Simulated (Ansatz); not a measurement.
Born–Oppenheimer molecular dynamics of GeH4 (5 atoms, charge 0, multiplicity 1). It goes on from the last frame of an earlier run, with new velocities.

These are results of Ansatz, RKS B3LYP-D4/def2-SVP, not measurements.

- ensemble: NVE (velocity Verlet)
- time step: 0.5 fs
- steps asked: 166
- starting velocities drawn for: 1000 K
- masses: H 3.016 u
- seed: 437601

First frame:

```xyz
5
Properties=species:S:1:pos:R:3
Ge -0.199 -0.156 -0.281
H -1.226 0.959 -0.231
H 0.456 -0.043 -1.669
H -0.955 -1.477 -0.374
H 0.614 -0.057 0.907
```

**Question.** How far do the bonds stretch over the last three quarters of this one trajectory? (Pairs bonded in most of those frames.)

**Answer.** 
```json
{"bond": "Ge1–H2", "mean (Å)": "1.539", "spread (Å)": "0.045", "shortest": "1.47", "longest": "1.61"}
{"bond": "Ge1–H3", "mean (Å)": "1.546", "spread (Å)": "0.058", "shortest": "1.46", "longest": "1.63"}
{"bond": "Ge1–H4", "mean (Å)": "1.543", "spread (Å)": "0.061", "shortest": "1.46", "longest": "1.64"}
{"bond": "Ge1–H5", "mean (Å)": "1.560", "spread (Å)": "0.095", "shortest": "1.41", "longest": "1.70"}
```

Mean temperature of the second half: 723 K. The conserved energy stayed within 0.11 meV per atom of its start (net change 0.1 meV per atom), so the integration is sound. A run of 0.083 ps of so small a system gives no equilibrium averages.

The run took 2.6 min on 1 thread of Arm Neoverse V1, with other jobs on the host, peak memory 0.096 GiB.
